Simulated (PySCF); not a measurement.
Compound: C6H9ClO (charge +1 and doublet state).
Numbering: `[CH2+:1][C:2]1[CH2:3][C@H:4]1[O:5][CH2:6][CH2:7][Cl:8]` (hydrogens: H9, H10 on C1; H11, H12 on C3; H13 on C4; H14, H15 on C6; H16, H17 on C7)

Cartesian coordinates in Å at the GFN2-xTB level; atoms count from 1:
```xyz
17
C6H9ClO angstrom
C      2.7450    0.2117    1.5046
C      1.9606   -0.3987    0.6765
C      1.4372   -1.4590   -0.1553
C      0.6022   -0.2005   -0.0724
O     -0.4975   -0.2126    0.7134
C     -1.4802    0.7699    0.5542
C     -2.5829    0.2601   -0.4111
Cl    -3.8541    1.4827   -0.5576
H      2.5324    1.1781    1.9374
H      3.6917   -0.2267    1.7961
H      1.9207   -1.6525   -1.1048
H      1.0504   -2.3359    0.3487
H      0.6291    0.5272   -0.8803
H     -1.9201    0.9313    1.5420
H     -1.0629    1.7063    0.1694
H     -2.1565    0.0885   -1.4010
H     -3.0221   -0.6580   -0.0200
```

The hyperfine couplings belong to this conformer and change with its torsions.

Computed with PySCF, UKS B3LYP, pcH-1 on C Cl H O, non-relativistic, mean-field spin-orbit, GIAO. The structure is a single GFN2-xTB conformer in the gas phase; no vibrational or solvent corrections. Couplings are sensitive to structure, and on GFN2-xTB geometries they can be far from those on DFT ones, by a factor of two or more for some ions and for spin on atoms past the first row. Stability of the SCF solution: not tested.

Question: Break the g tensor into its mass correction, gauge correction and orbital-Zeeman/spin–orbit terms.

Answer: 
```
                    Δg (ppt)      1      2      3
relativistic mass correction  -0.25  -0.25  -0.25
            gauge correction   0.01   0.05   0.02
   orbital Zeeman/spin–orbit   0.52   7.89  12.72
                       total   0.28   7.69  12.50
```

So g = 2.00260, 2.01001, 2.01482 and g_iso = 2.00914; the tensor is rhombic: the two nearest values differ by 39 % of g3 − g1. Axes: g1 points within 10° of the C1–C2 bond and g3 points within 3° of the C3–C4 bond.

Question: At 9.694 GHz, how far is the centre of the isotropic spectrum from where a free electron (g = 2.002319) resonates?

Answer: B = hν/(g μB) with μB/h = 13.99624 MHz/mT gives 345.91 mT for the free electron and 344.73 mT at g_iso, 1.17 mT lower.

Question: Average each term over the three axes. Which is largest in size?

Answer: The orbital-Zeeman/spin–orbit term 7.04, the mass correction -0.25 and the gauge correction 0.03 ppt, for a total of 6.82 ppt. The orbital-Zeeman/spin–orbit term is the largest in size. The mass correction is the same along every axis, so the anisotropy comes from the other two: their spans along these axes are 0.04 (gauge) and 12.20 ppt (orbital Zeeman/spin–orbit).

Question: In a frozen sample, at which fields do the three g values resonate at 9.5, 34, 94 and 263 GHz (hyperfine left aside), and which band first spreads them over more than twice a line width of 1.0 mT?

Answer: 
| band | GHz | B(g3) mT | B(g2) mT | B(g1) mT | spread mT |
| --- | --- | --- | --- | --- | --- |
| X | 9.5 | 336.88 | 337.69 | 338.94 | 2.05 |
| Q | 34.0 | 1205.68 | 1208.56 | 1213.03 | 7.35 |
| W | 94.0 | 3333.35 | 3341.32 | 3353.68 | 20.33 |
| J | 263.0 | 9326.29 | 9348.58 | 9383.17 | 56.89 |

The spread grows in proportion to the frequency. X band is the first where it exceeds 2.0 mT.

Largest spin populations (Mulliken): O5 (+0.35), C2 (+0.24) and C4 (+0.17). Three atoms exceed +0.15.

The HOMO–LUMO gaps are 6.49 eV among the α and 1.77 eV among the β orbitals.

The SMILES draws the unpaired electron on C2; the largest computed Mulliken spin population is on O5 (0.35 against 0.24).
